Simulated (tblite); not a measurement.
A tight-binding relaxation on `C[CH](C)[GeH]1[O]CC[O]1`.

Computed with GFN2-xTB geometry optimisation, gas phase (tblite 0.8.0). Start geometry: from a force field or distance geometry. A driver script takes a list of jobs; this job's settings line and coordinates (Å) are shown.

Command:
```bash
OMP_NUM_THREADS=1 python probes_run.py task.json out
```

Input:
```
{"job": {"kind": "relax", "xc": "GFN2-xTB", "basis": "xTB"}, "charge": 0, "multiplicity": 1}
C     -1.593300    -1.475800     0.178500
C     -1.447800     0.033300     0.376100
C     -2.463100     0.727500    -0.490400
Ge     0.271500     0.680200    -0.198900
O      1.360500     1.114000     1.182600
C      2.570300     0.783300     0.548600
C      2.429300    -0.567800    -0.067300
O      1.333300    -0.587900    -0.890000
H     -0.702100    -1.834300    -0.375500
H     -2.486400    -1.639600    -0.484700
H     -1.717700    -1.968100     1.160300
H     -1.615900     0.201000     1.457400
H     -3.476600     0.758100    -0.007000
H     -2.118700     1.750600    -0.793000
H     -2.529600     0.117900    -1.421700
H      0.156700     1.791300    -1.228500
H      3.388200     0.695500     1.319900
H      2.841000     1.545900    -0.218900
H      2.466600    -1.404100     0.666600
H      3.328600    -0.710400    -0.717100
```

Output:
```
step      E/eV     max force
  0    -731.40201    2.873
  1    -731.67015    0.763
  2    -731.77236    0.841
  3    -731.85691    0.644
  4    -731.91311    0.637
  5    -731.96084    0.521
  6    -731.99714    0.438
  7    -732.03158    0.364
  8    -732.05666    0.420
  9    -732.07493    0.291
... (150 lines left out)
160    -732.35717    0.013
161    -732.35722    0.013
162    -732.35728    0.019
163    -732.35737    0.023
164    -732.35747    0.021
165    -732.35757    0.022
166    -732.35765    0.018
167    -732.35771    0.017
168    -732.35774    0.013
169    -732.35777    0.010
```

«max force» is the largest atomic force in eV/Å.

**Question.** From which step on does the largest force stay under 0.1 eV/Å, and how much energy is left to gain from there?

**Answer.** From step 126 (0.087 eV/Å), 11.2 meV above the end.

In short: energy lowered by 22.0 kcal/mol over 169 steps; largest atomic force 0.010 eV/Å at the end.

**Question.** Estimate the wall time. Hardware: an INTEL XEON PLATINUM 8581C at 2.30 GHz with one thread, on a shared host.

**Answer.** About 1.2 s.
Labels such as C1 count atoms from 1, the log's own numbers from 0.
